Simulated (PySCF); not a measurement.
# Two-component Hartree-Fock for Ba³²⁺ (barium, charge +32)

Start: [Ar] 3d6; 3d3/2 filled at m_j = -3/2, -1/2, +1/2, +3/2; 3d5/2 filled at m_j = +3/2, +5/2. Calculated with PySCF 2.14 in an even-tempered Gaussian basis (16 s from 5.5 bohr⁻², ratio 2.8; 12 p from 7.2 bohr⁻², ratio 2.8; 8 d from 7.2 bohr⁻², ratio 2.8; 3 f from 26 bohr⁻², ratio 3): generalised Hartree-Fock with the X2C-1e Hamiltonian and a Gaussian nucleus; one run each with spin-orbit coupling (SO) switched off, then screened by Boettger's factors.

| spinor shell | electrons | ε, spin-free (eV) | ε, screened SO (eV) | weight of nominal j (screened SO) | rms radius, screened SO (bohr) |
| --- | --- | --- | --- | --- | --- |
| 1s1/2 | 2 | -39032.9 | -39027.1 | 1.000 | 0.0292 |
| 2s1/2 | 2 | -7420.3 | -7417.9 | 1.000 | 0.118 |
| 2p1/2 | 2 | -6795.5 | -7068.8 | 1.000 | 0.102 |
| 2p3/2 | 4 | -6795.5 | -6671.8 | 1.000 | 0.107 |
| 3s1/2 | 2 | -2528.4 | -2527.7 | 1.000 | 0.298 |
| 3p1/2 | 2 | -2320.8 | -2389.1 | 0.986 | 0.288 |
| 3p3/2 | 4 | -2320.8 | -2289.3 | 0.993 | 0.299 |
| 3d3/2 | 4 | -2066.0 | -2074.0 | 0.865 | 0.265 |
| 3d5/2 | 2 | -2066.0 | -2053.5 | 0.853 | 0.267 |

| quantity | spin-free | screened SO |
| --- | --- | --- |
| E (hartree) | -7463.51671 | -7467.15052 |
| M_J | 4 | 4 |
| ⟨J²⟩ | 20.000 | 20.033 |
| ⟨L²⟩ | 6.000 | 9.114 |
| ⟨S²⟩ | 6.000 | 4.295 |

Each row is a mean over spinors that exchange with the open shell spreads, by up to 34.735 eV (3p3/2).

Rows whose weight is well below 1 are mixtures of j = l ± 1/2: exchange outweighs spin-orbit coupling there, and the label is only the starting occupation.

Breit and QED terms are absent; they matter most for the inner s and p1/2 levels.

Densities and radii are taken from the X2C orbitals without a picture-change correction, which distorts them close to the nucleus.

Without spin-orbit coupling the j labels of p, d and f shells carry no meaning; the spin-free column gives the mean over the occupied spinors of each nl shell.
